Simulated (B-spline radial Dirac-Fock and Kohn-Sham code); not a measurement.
## X-ray lines that fill the 3p3/2 vacancy in Er³⁺

System: the Er³⁺ ion, configuration [Xe] 4f11, inside a Watson sphere of charge -3 and radius 2.7 Å (a model of the Madelung potential; inside it an electron's potential energy is raised by 16.0 eV).

Method: one-electron (LDA, Dirac) transition rates at Dirac-Fock energies. Computed with a radial B-spline solver.

```
 line  multipole  energy (eV)  rate (s⁻¹)  share (%)
M3-M4         E1        363.2    1.34e+11      0.462
M3-M5         E1        404.4    1.72e+12       5.93
M3-N1         E1       1358.3    4.79e+12       16.5
M3-N2         E2       1445.1    9.11e+09     0.0314
M3-N3         E2       1488.5    7.85e+09     0.0270
M3-N4         E1       1632.1    2.38e+12       8.19
M3-N5         E1       1639.9    1.90e+13       65.6
M3-O1         E1       1760.8    8.56e+11       2.95
M3-N6         E2       1810.9    1.38e+10     0.0477
M3-N7         E2       1812.2    8.14e+10      0.280
```

The listed lines hold 100.0 % of the radiative rate. The radiative width is 0.0191 eV in the length form and 0.0188 eV in the velocity form; the two differ because the transition energies are not eigenvalue differences of the potential that gave the orbitals.
